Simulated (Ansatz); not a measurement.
`C#[C][GeH2][CH3]` → `C#[C][GeH3]` + `[CH2]` (triplet) at 500 K and 1 bar (formal loss of a carbene).

Computed with Ansatz on PBE0-D4/def2-TZVP structures; ΔE is electronic, products minus reactants. CCSD(T)/CBS adds triple-zeta CCSD(T) − MP2 to the extrapolated MP2 energy (def2 sets, frozen cores). This one scheme is used for every species. Triplets are unrestricted, without spin–orbit coupling. For Ge outer-core shells are correlated without core-valence functions, which leaves a few kJ/mol of doubt a bond. Scalar relativity is left out up to krypton.

```csv
species,CCSD(T)/CBS energy (Eh),H − E (kJ/mol),S (J/(mol·K))
`C#[C][GeH2][CH3]`,-2193.82018,230.6,391.2
`C#[C][GeH3]`,-2154.54588,143.0,326.0
`[CH2]` (triplet),-39.09499,62.7,213.9
```

H − E and S are ideal-gas, rigid-rotor, harmonic terms from PBE0-D4/def2-TZVP, with the whole ground term of open shells counted as degenerate. 1 Eh = 2625.50 kJ/mol, R = 8.31446 J/(mol·K).

**Question.** By hand: ΔE, ΔH, ΔS and ΔG.

**Answer.** ΔE = (-2154.54588) + (-39.09499) − (-2193.82018) = 0.17931 Eh = 470.8 kJ/mol. Δ(H − E) = 143.0 + 62.7 − 230.6 = -24.9, so ΔH = 445.9 kJ/mol. ΔS = 326.0 + 213.9 − 391.2 = 148.7 J/(mol·K). ΔG = 445.9 − 500 × (148.7)/1000 = 371.5 kJ/mol.

**Question.** By hand: the equilibrium constant, and the temperature at which ΔG would vanish if ΔH and ΔS stayed fixed.

**Answer.** log₁₀ K = −ΔG/(RT ln 10) = -38.8. ΔG = 0 at ΔH/ΔS = 2999 K, far beyond where these terms or the molecules hold.

The number of gas molecules changes by +1, which sets the sign of ΔS. A doubt of 5 kJ/mol in ΔE shifts log₁₀ K by 0.5 here. A triplet takes part, so the spin changes. These are equilibria of isolated gas molecules and say nothing of rates. Largest T1 diagnostic: 0.012 (customary marks: 0.02 for closed shells, 0.045 for open ones).
